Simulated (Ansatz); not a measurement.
Stretching the C5–H7 bond in C2H5Ga (SMILES C=[CH][GaH2]) (multiplicity 1 held, fragments rigid). Energies count from the point at 1.087 Å.
Geometry at that point (charge 0, multiplicity 1):
```tsv
atom	x (Å)	y (Å)	z (Å)
Ga	-0.0872	0.1010	0.7331
H	-0.7654	1.5190	0.7893
H	0.2279	-0.7070	2.0423
C	0.3454	-0.6089	-1.0414
C	0.0737	0.0855	-2.1491
H	0.8153	-1.5827	-1.1577
H	0.3034	-0.2854	-3.1448
H	-0.3946	1.0646	-2.1111
```

Restricted levels (R-, RO-) in cc, def2 and unpolarised 6-31G sets keep to the state of the molecule at rest. U- levels take the lowest unrestricted solution at each point, which mixes spins at long bonds. Active spaces are followed from a long bond inwards. Curves can end on different states.

Cores are frozen in the correlated methods. Filled d and f shells under p-block atoms count as core.

Programs: Ansatz (an electronic-structure program) with Gaussian orbitals. Values without a source in brackets are computed.

Energies in eV.

```
R (Å)  R-HF/cc-pVDZ  U-HF/cc-pVDZ  SC-NEVPT2 on CASSCF(2,2)/cc-pVDZ  FIC-NEVPT4(SD) on CASSCF(2,2)/cc-pVDZ  FIC-MRCISD on CASSCF(2,2)/cc-pVDZ  FIC-MRCISD+Q on CASSCF(2,2)/cc-pVDZ
-----  ------------  ------------  --------------------------------  -------------------------------------  ---------------------------------  -----------------------------------
0.870          1.37          1.37                              1.51                                   1.49                               1.48                                 1.49
0.978          0.27          0.27                              0.34                                   0.33                               0.33                                 0.33
1.087          0.00          0.00                              0.00                                   0.00                               0.00                                 0.00
1.196          0.18          0.18                              0.11                                   0.12                               0.12                                 0.12
1.305          0.60          0.60                              0.45                                   0.47                               0.48                                 0.47
1.468          1.43          1.43                              1.14                                   1.18                               1.19                                 1.18
1.631          2.32          2.31                              1.86                                   1.92                               1.93                                 1.93
1.902          3.71          3.22                              2.92                                   2.98                               2.99                                 2.99
2.174          4.89          3.58                              3.68                                   3.74                               3.75                                 3.75
2.500          6.03          3.74                              4.24                                   4.28                               4.29                                 4.29
2.935          7.19          3.80                              4.56                                   4.60                               4.61                                 4.61
3.479          8.20          3.81                              4.68                                   4.72                               4.72                                 4.72
```

Doubts at one or more of the structures used: a restricted determinant that unrestricted orbitals would lower (R-HF/cc-pVDZ); a spin-contaminated determinant (U-HF/cc-pVDZ).
